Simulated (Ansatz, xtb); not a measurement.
## Ranking isomers of FH2NSeSi

3 gas-phase structures of FH2NSeSi, found in a search over its isomers (lower ones may exist). Each was relaxed with GFN2-xTB; where two conformers were screened, the lower at r2SCAN-D4/def2-SVP is listed:

A. `[H]/N=[Si](\F)[SeH]`, a singlet
B. `N[Si](F)=[Se]`, a singlet
C. `F[Si@@H]1N[Se]1`, a singlet

Task: Which do you expect lowest at r2SCAN-D4/def2-SVP, and how would the others follow?

Result: Calculated order at r2SCAN-D4/def2-SVP: B (0.0), A (162.8), C (189.2) kJ/mol.

Energies above the lowest of each column, in kJ/mol; the last columns are at B3LYP-D3(BJ)/def2-SVP geometries:

```tsv
structure	GFN2-xTB	HF/STO-3G	r2SCAN-D4/def2-SVP	B3LYP-D3(BJ)/def2-SVP	CCSD(T)/def2-TZVP
B	0.0	0.0	0.0	0.0	0.0
A	119.8	219.2	162.8	160.2	156.5
C	151.1	123.9	189.2	184.7	175.3
```

Every level run on B puts it lowest or level with the lowest. Flexible structures stand in one conformer each, not always the lowest.

Programs: Ansatz 0.2.0, xtb 6.7.1.
